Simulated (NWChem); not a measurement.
System: C$_{4}$H$_{4}$ClF; SMILES FC(=C=CC)Cl

NWChem input:

```
start job
memory heap 200 mb stack 900 mb global 1100 mb
geometry units angstroms noautosym nocenter noautoz
  C      0.344038    -2.936043     0.502293
  C      0.072565    -1.892608    -0.535148
  C     -0.177464    -0.626130    -0.303128
  C     -0.409654     0.638133    -0.071722
  F     -1.619164     1.149106     0.117505
  Cl     0.822185     1.842787     0.017523
  H     -0.396500    -3.749185     0.429601
  H      0.313506    -2.520467     1.517944
  H      1.333387    -3.392340     0.335024
  H      0.085782    -2.228526    -1.583170
end
basis spherical
  * library 6-31g*
end
dft
  xc m06-2x
  iterations 150
end
cosmo
  do_cosmo_smd true
  solvent methanol
end
task dft energy
```

All runs use the structure optimised with PBE0/def2-SVP. Solvent: methanol.

Level: M06-2X/6-31G* with SMD (1 M gas to 1 M solution), gas-phase geometry.

Q: What results follow from this input? (M06-2X/6-31G* (spherical d), SMD on the gas-phase geometry.) Quantities: solvation free energy (kcal/mol); cavity-dispersion-structure term (kcal/mol); dipole in solution (D).

A: 
```json
{
  "solvation free energy (kcal/mol)": "-3.0",
  "cavity-dispersion-structure term (kcal/mol)": "-0.1",
  "dipole in solution (D)": "3.59"
}
```
